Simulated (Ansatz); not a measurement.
## One elementary step

Start structure (SnHCl3, singlet), relaxed at PBE0-D4/def2-TZVP:

```xyz
5
angstrom
Sn 1.2020 0.1731 -0.8328
Cl 1.3125 -2.0793 -0.1167
Cl -1.1309 0.1661 -1.4941
H -1.1362 0.7388 0.7654
Cl -0.2473 1.0014 1.6782
```

The step: SnCl₂ + HCl → SnCl₂ + HCl; bonds formed: Sn1–Cl5, Cl3–H4; bonds broken: Sn1–Cl3, H4–Cl5. Program: Ansatz 0.2.0. Basis: def2-TZVPP and def2-QZVPP. Cores are frozen in the correlated methods. Filled d shells of the heavier atoms are correlated. Core potentials replace the inner electrons of the atoms past krypton. The def2 sets are not built for correlating such inner shells, so the correlated values are less sure here. Extrapolation: Hartree–Fock as exp(−7.88 √X), correlation as X^−2.97. Energies below are by CCSD(T) at an estimated basis limit (MP2 extrapolated from triple and quadruple zeta, plus CCSD(T) − MP2 in triple zeta).

Task: What are the electronic barrier and the energy of the step, from the start structure to the end structure? (Judge from chemistry; the value comes from the calculation.)

Result: The calculation gives: Barrier 23.0 kJ/mol; step energy 0.0 kJ/mol (both ends alike: a degenerate step); reverse barrier, their difference, 23.0 kJ/mol. Barrier and step energy count from the start structure, the reverse barrier from the end structure.

The saddle point: One imaginary mode of 305i cm⁻¹.
```tsv
pair	start (Å)	saddle (Å)	end (Å)
Sn1–Cl5	3.02	2.63	2.43
Cl3–H4	2.33	1.56	1.30
Sn1–Cl3	2.42	2.63	3.01
H4–Cl5	1.30	1.56	2.33
```

Zero-point energy (harmonic, PBE0-D4): ZPE is 27.0 kJ/mol at the start and 20.8 kJ/mol at the saddle, so the barrier goes from 23.0 to 16.8 kJ/mol.

No T1 diagnostic of these runs exceeds 0.013.

For scale, one of the runs: CCSD(T)/def2-TZVPP, 190 basis functions (an equivalent command: `ansatz run in.yaml --threads 4`). Time: 53 s of wall clock on 4 CPU threads; the host was shared. Peak host memory: 2.1 GiB.
